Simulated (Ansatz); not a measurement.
Abridged output of a molecular run in Ansatz:

```
Functional definition: HF
1478 factors; integrals over basis functions are off by at most 8.6e-4 eV
mean field evaluation 1: about -96525.1806 eV, gradient 6.6e1 eV
mean field evaluation 2: about -96525.3450 eV, gradient 6.6e1 eV
mean field evaluation 4: about -96533.0140 eV, gradient 5.8e0 eV
mean field evaluation 8: about -96533.1465 eV, gradient 9.3e-1 eV
mean field evaluation 16: about -96533.1534 eV, gradient 1.6e-6 eV
mean field -96533.15338762 eV, -3547.5279544734 hartree, gradient 1.8e-6 eV, S^2 0.000000; 0 other end points of the search recorded, 0 dependent functions left out
17 core orbitals not correlated: weight in the atoms' cores, before any rotation towards them, 1.000 or more for the frozen orbitals, at most 0.000 for the correlated occupied ones
reference -96533.15338762 eV, -3547.5279544734 hartree; 25, 25 occupied and 177, 177 virtual orbitals, 1478 factors
second order -39.71189499 eV of doubles, -0.00000000 eV of singles
cycle   1  -37.82784700 eV  change     1.9e0 eV  update   2.7e-1
cycle   2  -39.25073815 eV  change    -1.4e0 eV  update   1.9e-1
cycle   3  -39.56810467 eV  change   -3.2e-1 eV  update   5.9e-2
cycle   4  -39.58070423 eV  change   -1.3e-2 eV  update   2.4e-2
cycle   5  -39.55119163 eV  change    3.0e-2 eV  update   1.0e-2
cycle   6  -39.54078099 eV  change    1.0e-2 eV  update   4.4e-3
cycle   7  -39.54475190 eV  change   -4.0e-3 eV  update   2.9e-3
cycle   8  -39.54459349 eV  change    1.6e-4 eV  update   1.4e-3
cycle   9  -39.54431691 eV  change    2.8e-4 eV  update   6.3e-4
cycle  10  -39.54537179 eV  change   -1.1e-3 eV  update   2.7e-4
cycle  11  -39.54497460 eV  change    4.0e-4 eV  update   1.5e-4
cycle  12  -39.54472851 eV  change    2.5e-4 eV  update   6.8e-5
cycle  13  -39.54486669 eV  change   -1.4e-4 eV  update   3.5e-5
cycle  14  -39.54478529 eV  change    8.1e-5 eV  update   1.9e-5
cycle  15  -39.54479124 eV  change   -6.0e-6 eV  update   5.3e-6
perturbative correction -1.79526281 eV, -0.0659746913 hartree
Total energy: -96574.49344167 eV, -3549.0471734384 hartree
```

Its atoms:

Cartesian coordinates in Å:
```
F -0.431 -0.314 1.815
Ti -0.554 -0.156 0.082
F -1.470 -1.446 -0.633
F -1.235 1.410 -0.270
Se 1.638 -0.325 -0.904
H 2.052 0.832 -0.090
```

Task: Which basis set was used?
A. def2-SVPD
B. def2-TZVPP
C. def2-TZVPPD
D. def2-SVP

Result: B. It gives 219 functions.

Task: Write the keys of the input that set method, charge and spin (a neutral closed shell needs none for the last two).

Result: 
```yaml
correlation: {method: ccsd_t}
```
